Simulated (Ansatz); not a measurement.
`O[SiH2][Ga]1[CH2][S]1` → `[CH2]1[S][GaH]1` + `O[SiH]` at 700 K and 1 bar (silylene formation by 1,1-elimination).

Isolated molecules relaxed with PBE0-D4/def2-TZVP in Ansatz; ΔE leaves out vibrations. CBS: MP2 limit from def2 TZ/QZ plus the TZ coupled-cluster correction, frozen cores. This one scheme is used for every species. For Ga outer-core shells are correlated without core-valence functions, which leaves a few kJ/mol of doubt a bond. Scalar relativity is left out up to krypton. One conformer a species, not always the lowest.

| species | CCSD(T)/CBS energy (Eh) | H − E (kJ/mol) | S (J/(mol·K)) |
| --- | --- | --- | --- |
| `O[SiH2][Ga]1[CH2][S]1` | -2727.07093 | 240.5 | 515.3 |
| `[CH2]1[S][GaH]1` | -2361.55142 | 137.5 | 359.0 |
| `O[SiH]` | -365.43832 | 87.6 | 287.3 |

H − E and S are ideal-gas, rigid-rotor, harmonic terms from PBE0-D4/def2-TZVP, for one conformer and one mirror image of each species. 1 Eh = 2625.50 kJ/mol, R = 8.31446 J/(mol·K).

Problem. By hand: ΔE, ΔH, ΔS and ΔG.

Solution. ΔE = (-2361.55142) + (-365.43832) − (-2727.07093) = 0.08119 Eh = 213.2 kJ/mol. Δ(H − E) = 137.5 + 87.6 − 240.5 = -15.4, so ΔH = 197.8 kJ/mol. ΔS = 359.0 + 287.3 − 515.3 = 131.0 J/(mol·K). ΔG = 197.8 − 700 × (131.0)/1000 = 106.1 kJ/mol.

Problem. By hand: the equilibrium constant, and the temperature at which ΔG would vanish if ΔH and ΔS stayed fixed.

Solution. log₁₀ K = −ΔG/(RT ln 10) = -7.9. ΔG = 0 at ΔH/ΔS = 1510 K.

The number of gas molecules changes by +1, which sets the sign of ΔS. A doubt of 5 kJ/mol in ΔE shifts log₁₀ K by 0.4 here. Other conformers and mirror images would add mixing entropy, several J/(mol·K) or more a flexible species. Modes under 60 cm⁻¹, often nearly free rotors, make the harmonic entropy too high. These are equilibria of isolated gas molecules and say nothing of rates. Largest T1 diagnostic: 0.016 (customary marks: 0.02 for closed shells, 0.045 for open ones).
